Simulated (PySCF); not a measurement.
Species: C2H5AlBrN.
Structure used (PBE0-D3(BJ)/def2-SVP), in Å, numbered top down from 1:
```xyz
10
C2H5AlBrN angstrom
C      1.856    1.452    1.075
N      0.933    1.074    0.508
Al    -0.841    0.407   -0.323
C     -0.424   -1.469   -0.691
Br    -2.113    0.781    1.568
H      2.717    1.818    1.618
H     -1.011    1.495   -1.470
H      0.372   -1.587   -1.444
H     -0.121   -2.009    0.220
H     -1.318   -1.983   -1.084
```

Method used: PBE0-D3(BJ)/def2-SVP geometry optimisation, gas phase (PySCF 2.14.0).

(1) Which atoms are bound to Al3, and at what distances?

(2) List the angles at Al3.

(3) Describe the arrangement about Al3 in numbers.

(4) What are the other bond lengths?

(5) Give some angles away from the centre.

(6) What are the rotational constants (commonest isotopes, rigid rotor)?

## Answers

(1) 4 atoms: H7 1.591 Å, C4 1.957 Å, N2 2.069 Å, Br5 2.310 Å. The nearest atom not counted as bound is H10, at 2.55 Å.

(2) 
```
     angle  degrees  distance of the outer atoms (Å)
 C4–Al3–H7    122.9                             3.12
C4–Al3–Br5    115.3                             3.61
Br5–Al3–H7    114.9                             3.31
 N2–Al3–C4    101.7                             3.12
 N2–Al3–H7     99.3                             2.81
N2–Al3–Br5     95.2                             3.24
```

(3) Angles from 95.2° to 122.9°; τ4 = (360° − α − β)/141° = 0.86 with α and β the two widest (0 for a square, 1 for a tetrahedron).

(4) C1≡N2 1.147 Å; C1–H6 1.082 Å; C4–H8, C4–H9, C4–H10 1.103 Å.

(5) C1–N2–Al3 173.9°.

(6) A = 2904, B = 1534, C = 1106 MHz: an asymmetric top.

Point group: C1 (no symmetry element, even within 0.4 Å). Charge 0, singlet. Not checked by PBE0-D3(BJ)/def2-SVP frequencies.

Time: 2.8 min wall; peak memory 0.50 GiB. Hardware: one thread of an Arm Neoverse V1, no GPU, shared host with 32 logical CPUs at a one-minute load of 27. This is the geometry optimisation.
